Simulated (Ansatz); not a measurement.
Ansatz (a first-principles code) input (B3LYP/def2-TZVPD):

Ansatz 0.2 input:
```yaml
crystal:
  periodic: [false, false, false]
  atoms:
    - {symbol: C, position_ang: [1.44426070, -0.53658161, -0.27402555]}
    - {symbol: C, position_ang: [1.36902390, 0.90871354, 0.23061831]}
    - {symbol: C, position_ang: [-0.09966705, 0.54899598, 0.74559223]}
    - {symbol: C, position_ang: [0.14065038, -0.72927474, 0.15909879]}
    - {symbol: C, position_ang: [-1.28634728, -0.95967727, -0.32215211]}
    - {symbol: C, position_ang: [-1.37294596, 0.60773327, -0.18472220]}
    - {symbol: H, position_ang: [2.26019345, -1.18278387, -0.58882787]}
    - {symbol: H, position_ang: [1.29799486, 1.63376910, -0.58908418]}
    - {symbol: H, position_ang: [2.10293262, 1.28829290, 0.96136211]}
    - {symbol: H, position_ang: [-1.43086623, -1.37938019, -1.32226701]}
    - {symbol: H, position_ang: [-1.92490781, -1.48935370, 0.39132526]}
    - {symbol: H, position_ang: [-1.16856776, 1.04398640, -1.17825130]}
    - {symbol: H, position_ang: [-2.30662743, 1.04601428, 0.19928636]}
basis:
  gaussian:
    orbitals: def2-TZVPD
hamiltonian:
  xc: {name: B3LYP}
total_charge: -1
output: {forces: true}
```

Output:

```
Functional definition: B3LYP
integrals: 0.21 GiB planned
1401 factors; their error is unknown
0.46 GiB of the device are held for the grids
1.62 GiB of device memory are held for the factors and their scratch space
mean field: 1.97 GiB planned
mean field evaluation 1: about -6325.8590 eV, gradient 5.5e1 eV
mean field evaluation 2: about -6267.4178 eV, gradient 1.4e2 eV
mean field evaluation 4: about -6333.4874 eV, gradient 1.2e1 eV
mean field evaluation 8: about -6333.8562 eV, gradient 2.3e-1 eV
mean field evaluation 16: about -6333.8108 eV, gradient 7.6e-4 eV
mean field -6333.81073422 eV, -232.7632512714 hartree, gradient 3.4e-5 eV, S^2 0.000000; 0 other end points of the search recorded, 0 dependent functions left out
the calculation of the forces begins
reference -6333.81105533 eV, -232.7632630721 hartree; 22, 22 occupied and 263, 263 virtual orbitals, 1401 factors
Total energy: -6333.81105533 eV, -232.7632630721 hartree
Atom 0 at     1.444261    -0.536582    -0.274026 Å, force    -0.036049     0.041671     0.050750 eV/Å
Atom 1 at     1.369024     0.908714     0.230618 Å, force     0.008454     0.023453     0.041007 eV/Å
Atom 2 at    -0.099667     0.548996     0.745592 Å, force     0.068331    -0.003183    -0.140266 eV/Å
Atom 3 at     0.140650    -0.729275     0.159099 Å, force    -0.027997    -0.039686     0.000119 eV/Å
Atom 4 at    -1.286347    -0.959677    -0.322152 Å, force     0.001862    -0.000456     0.013319 eV/Å
Atom 5 at    -1.372946     0.607733    -0.184722 Å, force    -0.049395    -0.014296     0.043892 eV/Å
Atom 6 at     2.260193    -1.182784    -0.588828 Å, force    -0.002516    -0.004929    -0.012959 eV/Å
Atom 7 at     1.297995     1.633769    -0.589084 Å, force     0.008127     0.003184     0.006257 eV/Å
Atom 8 at     2.102933     1.288293     0.961362 Å, force     0.001914    -0.004363     0.001078 eV/Å
Atom 9 at    -1.430866    -1.379380    -1.322267 Å, force     0.000557    -0.009049     0.003133 eV/Å
Atom 10 at    -1.924908    -1.489354     0.391325 Å, force    -0.003222    -0.008190    -0.001970 eV/Å
Atom 11 at    -1.168568     1.043986    -1.178251 Å, force     0.008513     0.021064     0.000985 eV/Å
Atom 12 at    -2.306627     1.046014     0.199286 Å, force     0.021422    -0.005220    -0.005345 eV/Å
Dipole moment:    -0.257371    -0.106746    -0.412739 e Å
```

It need not be the lowest isomer of its formula. Whether it binds its extra electron was not tested at this geometry.
